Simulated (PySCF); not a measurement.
How methods differ on the excitation energy of Ge⁺

Ge⁺ [Ar] 3d10 4s2 4p1 (2P) → Ge⁺ [Ar] 3d10 4s2 4d1 (2D), as a difference of total energies. Calculation: PySCF 2.14, in x2c-TZVPPall with one added diffuse shell each of s, p, d type (7s6p5d1f, 57 functions); scalar relativity by spin-free X2C-1e. Correlated levels: valence: [Ar] 3d10 frozen; valence and next inner shell: [Ne] frozen. The calculations carry no spin-orbit coupling.

```json
{"method": "UHF", "excitation energy (eV)": "8.961", "error (eV)": "-0.928"}
{"method": "LDA", "excitation energy (eV)": "8.646", "error (eV)": "-1.243"}
{"method": "PBE", "excitation energy (eV)": "8.455", "error (eV)": "-1.434"}
{"method": "PBE0", "excitation energy (eV)": "8.676", "error (eV)": "-1.213"}
{"method": "r2SCAN", "excitation energy (eV)": "8.872", "error (eV)": "-1.017"}
{"method": "r2SCAN0", "excitation energy (eV)": "8.974", "error (eV)": "-0.915"}
{"method": "BLYP", "excitation energy (eV)": "8.391", "error (eV)": "-1.498"}
{"method": "PBEsol", "excitation energy (eV)": "8.518", "error (eV)": "-1.371"}
{"method": "B3LYP", "excitation energy (eV)": "8.606", "error (eV)": "-1.283"}
{"method": "MP2 (valence)", "excitation energy (eV)": "8.926", "error (eV)": "-0.963"}
{"method": "SCS-MP2 (valence)", "excitation energy (eV)": "8.919", "error (eV)": "-0.970"}
{"method": "MP2 (valence and next inner shell)", "excitation energy (eV)": "9.050", "error (eV)": "-0.839"}
{"method": "SCS-MP2 (valence and next inner shell)", "excitation energy (eV)": "9.000", "error (eV)": "-0.889"}
```

Reference: 9.889 eV (measured; NIST levels, between the centres of gravity of the two terms).

Errors of the correlated levels include the incompleteness of this basis and the frozen core.
